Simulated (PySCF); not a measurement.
## Bond length, frequency and bond energy of TiN by level of theory

State: ²Σ⁺ (doublet), unpaired electrons σ ↑. Set-up: PySCF, no relativity, basis sets Ti def2-TZVPP, N def2-TZVPP. De refers to Ti (3d2 4s2) + N in their high-spin ground configurations, without counterpoise correction. The functionals are run spin-unrestricted. A positive dipole means Ti(−)N(+). Levels whose curve was spin-contaminated or gave no clean fit are not listed.

```
  Level  Re (Å)  ωe (cm⁻¹)  De (eV)  μ (D)
    LDA   1.552       1141      n/a  -3.34
    PBE   1.570       1106      n/a  -3.31
 r²SCAN   1.559       1138      n/a  -3.30
   PBE0   1.539       1181      n/a  -3.29
    M06   1.539       1167      n/a  -3.58
ωB97X-V   1.529       1222      n/a  -3.21
```

(1) What does the gradient correction do here, going from LDA to PBE?

De is left out where the level can put another filling of the metal’s s and d shells below the measured ground configuration, by anything from nothing to about 1 eV. With d or f electrons several states lie close, and the lowest PBE0 determinant need not be the measured ground state.

## Answers

(1) PBE less LDA: +1.8 pm in Re, -3.1 % in ωe. The gradient correction favours the more uneven density of free atoms, so it tends to lengthen bonds and takes away much of the overbinding of LDA; so it does here.
